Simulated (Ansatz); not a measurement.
Ansatz (a program for electronic structure) input:

Ansatz 0.2 input:
```yaml
crystal:
  periodic: [false, false, false]
  atoms:
    - {symbol: B, position_ang: [-0.05693776, 0.00111089, -0.00684818]}
    - {symbol: C, position_ang: [1.37785304, 0.00527194, -0.02427970]}
    - {symbol: O, position_ang: [-0.87687145, 0.88457012, -0.85323178]}
    - {symbol: O, position_ang: [-0.85265050, -0.88841455, 0.85580164]}
    - {symbol: H, position_ang: [1.99085404, -0.66011980, 0.57926190]}
    - {symbol: H, position_ang: [1.97174905, 0.67458940, -0.64271658]}
    - {symbol: H, position_ang: [-1.78507778, 0.83209510, -0.55285260]}
    - {symbol: H, position_ang: [-1.76683506, -0.84308059, 0.57312656]}
basis:
  gaussian:
    orbitals: def2-TZVP
hamiltonian:
  xc: b3lyp
  dispersion: d3bj
total_charge: -1
relax: {f_tol: 0.002, max_steps: 150}
```

**Question.** Which total energy does the run end on?

**Answer.** -216.00097 Eh (B3LYP-D3(BJ)/def2-TZVP). The basis has 148 functions. The run takes very roughly 29 core-seconds.

It need not be the lowest isomer of its formula. Whether it binds its extra electron was not tested at this geometry.
